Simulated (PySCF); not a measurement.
Two species compared at the same levels of theory.

First species: C6H7FO3S.
SMILES: `C(/S(=O)(O)=O)(F)=C/C(=C)C=C`

Second species: C₈H₁₃FO.
Cartesian coordinates in Å at the GFN2-xTB level; atoms count from 1:
```
atom  x, y, z in Å
C1     2.9178   -1.2938   -0.8411
C2     2.2163   -0.0962   -0.2119
C3     0.7505   -0.3060   -0.0754
C4    -0.1361    0.5451    0.4695
C5     0.3418    1.8187    0.9903
O6     1.4423    2.2673    1.0160
F7    -0.6663    2.5832    1.5292
C8    -1.6253    0.2787    0.5315
C9    -1.9795   -1.2059    0.5092
C10   -2.3070    1.0064   -0.6326
H11    2.5153   -1.5007   -1.8306
H12    3.9820   -1.0967   -0.9405
H13    2.7914   -2.1810   -0.2241
H14    2.6459    0.1191    0.7706
H15    2.3956    0.8024   -0.8103
H16    0.3833   -1.2458   -0.4634
H17   -2.0045    0.7009    1.4676
H18   -1.4172   -1.7501    1.2645
H19   -3.0398   -1.3268    0.7177
H20   -1.7801   -1.6448   -0.4655
H21   -2.1192    2.0758   -0.5822
H22   -1.9306    0.6316   -1.5824
H23   -3.3814    0.8455   -0.5961
```

Levels: PBE0/pcSseg-1 for dipole moment, HOMO energy, LUMO energy and HOMO–LUMO gap; GFN2-xTB for rotational constant A and rotational constant C. Geometries: GFN2-xTB. Each structure is a single optimised conformer of the isolated species, non-relativistic unless stated; the electronic structure was computed with PySCF and density fitting.

Dipoles, sizes and rotational constants follow the conformer. The torsions of the flexible species, by atom-mapped SMILES:
- `[CH2:1]=[CH:2][C:3](=[CH2:4])/[CH:5]=[C:6](/[F:7])[S:8](=[O:9])(=[O:10])[OH:11]`: C1–C2–C3–C4 171°, C2–C3–C5–C6 139°, C5–C6–S8–O9 97°, H–O11–S8–C6 -89°
- `[CH3:1][CH2:2]/[CH:3]=[C:4](\[C:5](=[O:6])[F:7])[CH:8]([CH3:9])[CH3:10]`: C1–C2–C3–C4 178°, C3–C4–C5–O6 0°, C3–C4–C8–C9 25°

Values for the first species:

```
Dipole moment         : 2.39 D
HOMO energy           : -7.06 eV
LUMO energy           : -1.65 eV
HOMO–LUMO gap         : 5.41 eV
Rotational constant A : 1.723 GHz
Rotational constant C : 0.600 GHz
```

Q: Estimate the same properties for the second species, and the change in each.

A: 
```json
{"property": "dipole moment", "first": "2.39 D", "second": "3.40 D", "second less first": "+1.01 D"}
{"property": "HOMO energy", "first": "-7.06 eV", "second": "-7.77 eV", "second less first": "-0.71 eV"}
{"property": "LUMO energy", "first": "-1.65 eV", "second": "-1.70 eV", "second less first": "-0.05 eV"}
{"property": "HOMO–LUMO gap", "first": "5.41 eV", "second": "6.07 eV", "second less first": "+0.66 eV"}
{"property": "rotational constant A", "first": "1.723 GHz", "second": "1.509 GHz", "second less first": "-0.214 GHz"}
{"property": "rotational constant C", "first": "0.600 GHz", "second": "0.667 GHz", "second less first": "+0.067 GHz"}
```

On the first: In atomic units the dipole is 0.94 e·bohr (1 au = 2.5417 D).

On the second: In atomic units the dipole is 1.34 e·bohr (1 au = 2.5417 D).
